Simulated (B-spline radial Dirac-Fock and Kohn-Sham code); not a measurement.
## K-line shifts caused by a second vacancy in I⁻

System: iodine as I⁻, configuration [Kr] 4d10 5s2 5p6.

Method: Dirac-Fock (average of configuration) total-energy differences with a finite nucleus, the Breit interaction including its frequency dependence, and self-energy and vacuum-polarisation corrections. Computed with a radial B-spline solver. Each two-hole energy is an average over J within one jj subconfiguration, not an observable level; in light atoms, where LS coupling holds, the j-resolved values are not observed lines, and for a K spectator the Kα1 hypersatellite is nearly forbidden. Electron correlation is not included.

Lines without a spectator: Kα2 (K-L2) 28315.0 eV, Kα1 (K-L3) 28609.9 eV, Kβ3 (K-M2) 32233.6 eV, Kβ1 (K-M3) 32290.3 eV. Shifts in eV with one spectator hole (a dash: not computed, or left out as unreliable):

| spectator hole | Kα2 | Kα1 | Kβ3 | Kβ1 |
| --- | --- | --- | --- | --- |
| L2 (2p1/2) | +69.6 | +88.5 | – | +184.9 |
| L3 (2p3/2) | +66.0 | +66.8 | +160.7 | – |
| M2 (3p1/2) | – | +10.52 | +23.32 | +28.26 |
| M3 (3p3/2) | +7.41 | – | +23.41 | +22.91 |
| M4 (3d3/2) | +1.36 | -1.50 | – | – |
| M5 (3d5/2) | -2.09 | +0.07 | – | – |

Question: Where does the K-L3 hypersatellite lie, emitted when both K electrons are missing?

Answer: +642.6 eV from the normal line, at 29252.4 eV. Removing both K electrons costs 67197.1 eV, which is 862.4 eV more than twice the K binding energy.

With n spectator holes in 2p, averaged over the 2p shell (energies in eV):

```
n     KαLⁿ   step  hypersatellite KαʰLⁿ
0  28511.6      –               29146.6
1  28584.1  +72.6               29220.7
2  28658.0  +73.9               29296.1
3  28733.2  +75.2               29372.8
4  28809.6  +76.5               29450.8
5  28887.4  +77.8               29530.1
```
